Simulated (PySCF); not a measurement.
Si(H)(F) anion (FHSi), SMILES F[SiH] (connectivity only; charge and spin as stated), charge -1, multiplicity 2.

Coordinates come from a PBE-D3(BJ)/def2-TZVPD optimisation. The spin state was assumed, not searched. The isomer is the one that the SMILES or the coordinates give; other isomers of the formula were not compared.

These are PBE-D3(BJ)/def2-TZVPD (PySCF) values and carry that method's errors.

Frequencies are harmonic and unscaled.

**Question.** List the normal modes with their intensities. (An estimate is asked for; the answer gives what the named calculation found.)

**Answer.** 
| mode | ν (cm⁻¹) | IR (km/mol) | moving atoms (share of kinetic energy) |
|---|---|---|---|
| 1 | 611 | 118.0 | F 60 %, Si 39 % |
| 2 | 752 | 40.9 | H 91 % |
| 3 | 1714 | 722.1 | H 96 % |
